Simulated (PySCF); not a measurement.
2-hydroxy-1,3,2-dioxaborolane (C2H5BO3), SMILES C1OB(O)OC1. Atoms are numbered in the order given.

```xyz
11

O     -0.1167    -2.1148     0.0000
B     -0.0466    -0.7662     0.0000
O     -1.1603     0.0256     0.0000
C     -0.7379     1.3727     0.0000
C      0.8093     1.3185     0.0000
O      1.1306    -0.0583     0.0000
H      0.7587    -2.5131     0.0000
H     -1.1366     1.8873    -0.8898
H     -1.1366     1.8873     0.8898
H      1.2451     1.8012     0.8901
H      1.2451     1.8012    -0.8901
```

Geometry: PBE0-D3(BJ)/def2-SVP. A frequency run showed that this geometry is not a minimum. The values are those of a single conformer.

Two levels are set side by side: PBE/pcSseg-1 (PySCF) and B3LYP/pcSseg-1 (PySCF). GIAO shifts against BF3 (¹¹B), H2O (¹⁷O), TMS (¹H), TMS (¹³C) at the same level; non-relativistic, no solvent, atoms listed together averaged. Differences are taken from unrounded values.

```tsv
quantity	B3LYP
δ(¹⁷O) of O1 (ppm)	71.0
δ(¹¹B) of B2 (ppm)	12.1
δ(¹³C) of C4, C5 (ppm)	70.8
δ(¹H) of H7 (ppm)	3.18
```

Question: What does PBE give, and how far is it from B3LYP? (Estimate from the structure and the level; the computed values follow.)

Answer: 
| quantity | PBE | PBE minus B3LYP |
|---|---|---|
| δ(¹⁷O) of O1 (ppm) | 75.0 | 3.9 |
| δ(¹¹B) of B2 (ppm) | 11.0 | -1.0 |
| δ(¹³C) of C4, C5 (ppm) | 72.2 | 1.4 |
| δ(¹H) of H7 (ppm) | 3.08 | -0.10 |

Rough cost on one machine, each run with all the roots and properties that it gave: B3LYP against PBE within a factor of 2.
